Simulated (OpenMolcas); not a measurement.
# W⁺: from CASSCF to CASPT2

* Program: OpenMolcas
* Basis: ANO-R2 [8s6p5d3f2g]
* Scalar Hamiltonian: X2C, finite nucleus
* Active space: 5 electrons in 6 orbitals (5d 6s)
* State averaging: 2S+1 = 6 even, 6 roots; 2S+1 = 4 even, 81 roots kept (CI in the orbitals of an earlier block); 2S+1 = 2 even, 125 roots kept (CI in the orbitals of an earlier block, 113 in the spin-orbit step)
* Spin-orbit coupling: state interaction with AMFI integrals over the reference wave functions, term energies averaged over their components

Methods on the same reference wave functions:
A. CASSCF
B. SS-CASPT2, IPEA 0.25 Eh, imaginary shift 0.1 Eh (closed shells correlated: 5s 5p)
C. MS-CASPT2, IPEA 0.25 Eh, imaginary shift 0.1 Eh (closed shells correlated: 5s 5p)

Energies in eV above 5d⁴ 6s ⁶D_1/2, the measured ground level; measured values from NIST Handbook of Basic Atomic Spectroscopic Data.

```
                   Level       A       B       C  Measured
           5d⁴ 6s ⁶D_1/2  0.0000  0.0000  0.0000    0.0000
           5d⁴ 6s ⁶D_3/2  0.1632  0.1976  0.1976    0.1883
           5d⁴ 6s ⁶D_5/2  0.3612   0.412   0.412    0.3933
           5d⁴ 6s ⁶D_7/2  0.5612   0.600   0.600    0.5847
           5d⁴ 6s ⁶D_9/2  0.7618   0.764   0.764    0.7621
              5d⁵ ⁶S_5/2  1.0366   1.036   1.036    0.9200
 5d⁴ 6s ⁴P_1/2(1) [63 %]  1.5147   1.187   1.187          
 5d⁴ 6s ⁴F_3/2(1) [56 %]  2.0041   1.479   1.479          
 5d⁴ 6s ⁴F_7/2(1) [50 %]  2.2374   1.759   1.759          
 5d⁴ 6s ⁴D_1/2(1) [65 %]  2.2784   1.762   1.762          
    5d⁴ 6s ⁴H_7/2 [50 %]  2.4695   2.089   2.089          
 5d⁴ 6s ⁴D_3/2(1) [70 %]  2.4825   1.995   1.995          
   5d⁴ 6s ⁴H_11/2 [58 %]  2.6396   2.365   2.365          
          5d⁴ 6s ⁴H_13/2  2.9005   2.619   2.619          
    5d⁴ 6s ⁴G_9/2 [52 %]  2.9486   2.595   2.595          
   5d⁴ 6s ⁴G_11/2 [55 %]  3.0972   2.803   2.803          
 5d⁴ 6s ²F_5/2(1) [62 %]  3.1540   2.647   2.647          
 5d⁴ 6s ⁴D_3/2(2) [59 %]  3.5961   3.007   3.007          
 5d⁴ 6s ⁴F_5/2(2) [58 %]  3.6472   2.797   2.797          
        5d⁴ 6s ⁴D_5/2(2)  3.7407   3.193   3.193          
5d⁴ 6s ²H_11/2(1) [65 %]  3.8146   3.182   3.182          
       5d⁵ ⁴G_5/2 [54 %]  4.0956   3.518   3.518          
   5d⁴ 6s ²I_11/2 [64 %]  4.1756   3.644   3.644          
          5d⁴ 6s ²I_13/2  4.2627   3.797   3.797
```

Deviations, from unrounded energies. A percentage is the sum of absolute deviations over the sum of measured energies, with the sign that they share, or ± where signs differ.

| Against measurement | Levels | A | B | C |
| --- | --- | --- | --- | --- |
| mean absolute deviation (cm-1) | 5 | 320 | 260 | 260 |
| fine structure of the ground term (%) | 4 | -4.2 | +2.4 | +2.4 |
| other configurations (%) | 1 | +12.7 | +12.6 | +12.6 |

B, C lie about equally close to measurement and A furthest from it. The largest miss of C in the table is 5d⁵ ⁶S_5/2, by +940 cm-1. The ranking rests on the paired levels alone, and a cruder setting can come out closer through cancelling errors.

Between B and C no level of the table moves by more than 5 cm-1.

The two smallest mean deviations differ by little beside CASPT2's spread within terms, so their order carries little weight.

From A to B the spin-free energies of the other terms of 5d⁴ 6s shown, above ⁶D, scale by factors of 0.65 to 0.85.

The lowest spin-free term lies below A's lowest term by 0.293 hartree in B, 0.293 hartree in C.

Term energies are means over components that CASPT2 splits; among the terms shown or strongly mixed into the levels shown the widest spread is 490 cm-1 (5d⁴ 6s ²H(1), C). Some high roots are left out of the spin-orbit mixing, which shifts the levels that they would mix with. Terms from blocks run as CI alone lack orbitals of their own. Configurations are named by rounded mean occupations; where the s occupation lies near a half they are strongly mixed, a name can repeat and a true partner stay unpaired. A single d shell beside an s shell can misplace configurations of different d count against each other. Without dynamic correlation excited terms often stand tens of per cent too high (terms of higher spin than the ground term too low), and those without a measured partner can miss by more than the paired ones (holds for A). Blocks of more than 70 roots (2S+1 = 4 even, 2 even) ran without multistate coupling (holds for C). Measured partners are found by configuration, term and J. A level has none where our copy of the source lacks it or the pairing is in doubt (some pairs that miss far off the trend of their configuration count as doubtful), and it then counts in no deviation. Only configurations of the active space appear. Levels that lie high or do not pair safely by name in every column are left out.

A share in square brackets marks a mixed level and gives the weight of the term that names it, the lowest over the columns. A number in round brackets counts repeated terms of one configuration in the order of the reference energies.
